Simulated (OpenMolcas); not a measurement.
Pm3+ among 6 point charges of -1.5 e arranged as a tetragonal octahedron (D4h). The axial distance is 0.89 times the equatorial one, R.

```
Program             : OpenMolcas 26.06
Method              : CASSCF
Basis               : ANO-RCC-VTZP [8s7p5d3f2g1h]
Scalar Hamiltonian  : DKH2, point nucleus
Active space        : 4 electrons in 7 orbitals (4f)
State averaging     : 2S+1 = 5 even, 35 roots (33 in the spin-orbit step); 2S+1 = 3 even, 117 roots kept (CI in the orbitals of an earlier block, 106 in the spin-orbit step); 2S+1 = 1 even, 75 roots kept (CI in the orbitals of an earlier block, 31 in the spin-orbit step)
Spin-orbit coupling : state interaction with AMFI integrals over the reference wave functions
```

All point charges move together. At R = 2.31 Å the width of the lowest J multiplet is 524 cm-1, and at R = 2.51 Å it is 400 cm-1.

Question: A third run gives 297 cm-1. What distance was it run at?

Answer: With a power law R^-n the two known points give n = -ln(400 / 524) / ln(2.51 / 2.31) = 3.25. Then R = 2.31 × (524 / 297)^(1/3.25) = 2.751 Å. The run was at 2.74 Å, so the estimate is off by +0.011 Å.

High states are left out of the spin-orbit mixing, which shifts the levels that they would mix with. Point charges carry no covalency, so the field is a model and not that of real ligands. An unlabelled pair can be two single states that coincide in this model. A group larger than the point group allows holds several states that coincide in this model. No measured value stands beside these numbers.
